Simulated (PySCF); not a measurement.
A search over the determinants of CaAl⁺

Unrestricted PBE0; basis Ca pcseg-1, Al pcseg-1; no relativity; PySCF 2.14. Outer shells of the fragments: Ca 4s2; Al+ 3s2.

Followed along the bond (rough minima from three points):

```
2Ms+1  unpaired  ⟨S²⟩ at the start  R at minimum (Å)  Te (eV)
    1      none               0.00              3.49     0.00
    3  σ ↑, π ↑               2.01              3.00     0.51
    3      σ ↑↑               2.01              3.62     0.68
    1  σ ↑, π ↓               1.01              2.99     0.76
    3      π ↑↑               2.01  none in the scan   ≤ 1.21
```

Solutions found at the starting distance of 2.885 Å, counted from the lowest of them; the search is not exhaustive and high or unbound solutions are not listed, so other states can lie among these:

```csv
2Ms+1,unpaired,term,E (eV),⟨S²⟩,⟨Lz²⟩,μ (D)
1,none,¹Σ⁺,0.00,0.00,0.00,-3.57
3,"σ ↑, π ↑",³Π,0.04,2.01,1.00,-5.18
1,"σ ↑, π ↓",mixed,0.29,1.01,1.01,-4.92
3,σ ↑↑,³Σ⁺,0.63,2.01,0.00,-0.34
3,π ↑↑,³Σ⁻,0.84,2.01,0.00,-6.03
1,π ↑↓,mixed,1.02,1.00,2.01,-6.02
```

A term symbol is given only where ⟨S²⟩ and ⟨Lz²⟩ are close to those of a pure state; real π, δ and φ orbitals otherwise mix terms. A positive dipole points towards Al; it is taken about the centre of mass and depends on that origin.

Problem. Compare the gap between the two lowest followed solutions at the starting distance with the gap between their minima.

Solution. At PBE0 the second solution (triplet, unpaired electrons σ ↑, π ↑) lies +0.04 eV from the first (singlet, closed shell) at 2.885 Å and +0.51 eV at the minima; the two curves relax by different amounts, since their minima lie near 3.00 and 3.49 Å.
